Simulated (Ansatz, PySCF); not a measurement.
Be(Me)2 cation (C2H6Be), SMILES [CH3][Be][CH3] (connectivity only; charge and spin as stated), charge +1, multiplicity 2. Atoms are numbered in the order given.

```xyz
9

Be     0.0006     0.0014     0.0010
C      1.3681     0.1793    -1.1056
H      1.9559    -0.7220    -0.9179
H      1.8323     1.1115    -0.7761
H      0.8879     0.2227    -2.0858
C     -1.3663    -0.1753     1.1084
H     -1.8176    -1.1191     0.7943
H     -1.9657     0.7147     0.9042
H     -0.8874    -0.1955     2.0899
```
Charge +1, spin multiplicity 2.

Geometry optimised at r2SCAN-D4/def2-TZVP. The spin state was assumed, not searched. The isomer is the one that the SMILES or the coordinates give; other isomers of the formula were not compared.

Two levels are set side by side: PBE-D3(BJ)/def2-TZVP (Ansatz, an electronic-structure program) and r2SCAN-D4/def2-TZVP (Ansatz). Each level has its own optimised geometry; the coordinates shown are those of the second. Frequencies come from the Hessian of PySCF at each geometry. Differences are taken from unrounded values.

| quantity | r2SCAN-D4 |
|---|---|
| mean bond length (Å) | 1.261 |
| bond Be1–C2 (Å) | 1.768 |
| bond Be1–C6 (Å) | 1.768 |
| bond C2–H3 (Å) | 1.092 |
| bond C2–H4 (Å) | 1.092 |
| bond C2–H5 (Å) | 1.092 |
| bond C6–H7 (Å) | 1.092 |
| bond C6–H8 (Å) | 1.092 |
| bond C6–H9 (Å) | 1.092 |
| highest harmonic wavenumber (cm⁻¹) | 3164 |
| mean harmonic wavenumber (cm⁻¹) | 1394 |
| zero-point energy (kcal/mol) | 41.84 |

What does PBE-D3(BJ) give, and how far is it from r2SCAN-D4? (The exact figures need the calculation; the answer reports its results.)


| quantity | PBE-D3(BJ) | PBE-D3(BJ) minus r2SCAN-D4 |
|---|---|---|
| mean bond length (Å) | 1.267 | 0.006 |
| bond Be1–C2 (Å) | 1.768 | 0.000 |
| bond Be1–C6 (Å) | 1.768 | 0.000 |
| bond C2–H3 (Å) | 1.100 | 0.008 |
| bond C2–H4 (Å) | 1.100 | 0.008 |
| bond C2–H5 (Å) | 1.100 | 0.008 |
| bond C6–H7 (Å) | 1.100 | 0.008 |
| bond C6–H8 (Å) | 1.100 | 0.008 |
| bond C6–H9 (Å) | 1.100 | 0.008 |
| highest harmonic wavenumber (cm⁻¹) | 3090 | -75 |
| mean harmonic wavenumber (cm⁻¹) | 1373 | -21 |
| zero-point energy (kcal/mol) | 41.21 | -0.63 |
